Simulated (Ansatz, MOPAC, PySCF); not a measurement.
Ligands exchanged one at a time, B OH-NH2. Isolated molecules, 0 K electronic values unless said otherwise. One relaxed conformer stands for each flexible species; it need not be the lowest. Strings in code marks are SMILES.

Quantity: redistribution energy (mixed species minus the weighted end members), in kcal/mol. Semi-empirical values (MOPAC) are differences of heats of formation.

Level 1: frozen-core MP2/cc-pVTZ // CAM-B3LYP-D3(BJ)/def2-TZVP (Ansatz, a first-principles code)
Level 2: B3LYP/6-31G* // CAM-B3LYP-D3(BJ)/def2-TZVP (PySCF)
Level 3: HF/cc-pVTZ // CAM-B3LYP-D3(BJ)/def2-TZVP (Ansatz)
Level 4: PM7 // CAM-B3LYP-D3(BJ)/def2-TZVP (MOPAC)

```tsv
species	level 2	level 3	level 4
1 of 3 OH replaced by NH2: `NB(O)O` (O–B–O–H torsion 0°, O–B–O–H torsion 180°)	-3.35	-2.94	-5.48
2 of 3 OH replaced by NH2: `NB(N)O` (N–B–O–H torsion 180°)	-1.36	-1.15	-3.97
```

**Question.** What does level 1 give for each?

**Answer.** 
- 1 of 3 OH replaced by NH2: `NB(O)O` (O–B–O–H torsion 0°, O–B–O–H torsion 180°): -2.74
- 2 of 3 OH replaced by NH2: `NB(N)O` (N–B–O–H torsion 180°): -1.04
